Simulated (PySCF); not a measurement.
Question: What does the PBE0-D3(BJ)/def2-SVP structure of `FC(F)(F)Oc1ccc(Cl)cc1` look like in three dimensions?

Answer: 
```xyz
16
C7H4ClF3O angstrom
F     -2.4662    1.6042   -0.3958
C     -2.6822    0.3954    0.1198
F     -2.6986    0.5263    1.4480
F     -3.8666   -0.0268   -0.2699
O     -1.7735   -0.5056   -0.2943
C     -0.4191   -0.3038   -0.1327
C      0.3941   -1.1931   -0.8324
C      1.7767   -1.0925   -0.7392
C      2.3413   -0.0934    0.0540
Cl     4.0620    0.0488    0.1713
C      1.5268    0.7926    0.7540
C      0.1404    0.6907    0.6675
H     -0.0744   -1.9617   -1.4492
H      2.4212   -1.7842   -1.2834
H      1.9795    1.5677    1.3739
H     -0.4826    1.3862    1.2282
```

Orientation and origin are arbitrary. Atoms count from 1 in this order. Of the pairs four or more bonds apart, F3···H16 is among the closest relative to their van der Waals radii: 2.39 Å, 89 % of the sum of Bondi's values. The 2 C–O bonds span 1.345 Å (C2–O5, drawn single) to 1.379 Å (O5–C6, drawn single), a spread of 0.034 Å. The 6-membered ring C6–C7–C8–C9–C11–C12 has internal angles of 119.2° to 120.6°; it is planar, 0.00 Å rms from its mean plane, widest ring torsion 0°.

Bonds between heavy atoms (Å): F1–C2 1.332, C2–F3 1.335, C2–F4 1.316, C2–O5 1.345, O5–C6 1.379, C6–C7 1.393, C7–C8 1.389, C8–C9 1.395, C9–Cl10 1.731, C9–C11 1.392, C11–C12 1.393, C6–C12 1.394.

Method: PBE0-D3(BJ)/def2-SVP geometry optimisation, gas phase (PySCF).

Point group: near Cs, missed by 0.36 Å at most; the miss may be what the optimiser left on a soft mode. PBE0-D3(BJ)/def2-SVP frequencies: not computed here. The numbers are those of one conformer (C2–O5–C6–C7 -168°).
